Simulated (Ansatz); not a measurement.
ClHSi (SMILES [SiH]Cl): geometry of the low-spin state from B3LYP-D3(BJ)/def2-TZVP.
(charge 0, multiplicity 1):
```xyz
3

Si    -0.9364     0.5951     0.0000
Cl     0.8776    -0.4514     0.0000
H     -1.8095    -0.6567     0.0000
```
The high-spin state stands at its own minimum; R- takes a restricted low-spin state.

Run with Ansatz (an electronic-structure program). 

The gap E(multiplicity 1) − E(multiplicity 3) (kcal/mol) and the share of exact exchange:

```json
[
 {"functional": "R-PBE/def2-TZVPP", "exact exchange (%)": "0", "value": "-30.07"},
 {"functional": "R-PBE0/def2-TZVPP", "exact exchange (%)": "25", "value": "-28.64"},
 {"functional": "R-B3LYP/def2-TZVPP", "exact exchange (%)": "20", "value": "-33.76"},
 {"functional": "R-BHLYP/def2-TZVPP", "exact exchange (%)": "50", "value": "-32.38"},
 {"functional": "R-r2SCAN/def2-TZVPP", "exact exchange (%)": "0", "value": "-24.52"}
]
```

Problem. Take the value as linear in the share of exact exchange along PBE and PBE0. Give the slope, say whether the sign turns, and set the other functionals against that line.

Solution. 
Slope: (-28.64 − (-30.07))/2.5 = 0.57 kcal/mol for each 10 %. The line keeps its sign from 0 to 100 %. At 50 % it gives -27.2 kcal/mol. From B3LYP to BHLYP the slope is (-32.38 − (-33.76))/3 = 0.46 for each 10 %. BHLYP, at 50 %, lies -5.2 from the PBE line. B3LYP, at 20 %, lies -4.8 from the PBE line. r2SCAN, with none, stands 5.6 from PBE.
